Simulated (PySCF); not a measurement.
C5H6BF, SMILES C#CC(=C)B(C)F. Atoms are numbered in the order given.

```xyz
13

C     -0.5778     2.7268     0.0000
C     -0.0255     1.6460     0.0000
C      0.5832     0.3525     0.0000
C      1.9275     0.2194     0.0000
B     -0.3492    -0.9163     0.0000
C      0.1218    -2.4083     0.0000
F     -1.6614    -0.6926     0.0000
H     -1.0641     3.6846     0.0000
H      2.5950     1.0862     0.0000
H      2.3936    -0.7688     0.0000
H     -0.3048    -2.9197     0.8796
H      1.2076    -2.5665     0.0000
H     -0.3048    -2.9197    -0.8796
```
Charge 0, spin multiplicity 1.

Coordinates come from a PBE0-D3(BJ)/def2-SVP optimisation. This is a generated structure with no PubChem entry under its InChIKey; it may be hypothetical. The values are those of a single conformer.

Two levels are set side by side: PBE/pcSseg-1 (PySCF) and PBE0/pcSseg-1 (PySCF). GIAO shifts against BF3 (¹¹B), CFCl3 (¹⁹F), TMS (¹H), TMS (¹³C) at the same level; non-relativistic, no solvent, atoms listed together averaged. Differences are taken from unrounded values.

```csv
quantity,PBE
δ(¹³C) of C1 (ppm),92.8
δ(¹³C) of C2 (ppm),89.1
δ(¹³C) of C3 (ppm),139.1
δ(¹³C) of C4 (ppm),158.2
δ(¹¹B) of B5 (ppm),39.0
δ(¹³C) of C6 (ppm),2.3
δ(¹⁹F) of F7 (ppm),-36.5
δ(¹H) of H8 (ppm),3.56
"δ(¹H) of H9, H10 (ppm)",7.12
```

Question: These are the PBE values. What does PBE0 give? (The exact figures need the calculation; the answer reports its results.)

Answer: 
```
quantity                 PBE0  PBE minus PBE0
----------------------  -----  --------------
δ(¹³C) of C1 (ppm)       94.6            -1.8
δ(¹³C) of C2 (ppm)       86.5             2.5
δ(¹³C) of C3 (ppm)      139.8            -0.7
δ(¹³C) of C4 (ppm)      161.7            -3.5
δ(¹¹B) of B5 (ppm)       38.7             0.3
δ(¹³C) of C6 (ppm)        2.8            -0.5
δ(¹⁹F) of F7 (ppm)      -31.3            -5.2
δ(¹H) of H8 (ppm)        3.64           -0.08
δ(¹H) of H9, H10 (ppm)   7.21           -0.09
```

Rough cost on one machine, each run with all the roots and properties that it gave: PBE0 against PBE within a factor of 2.
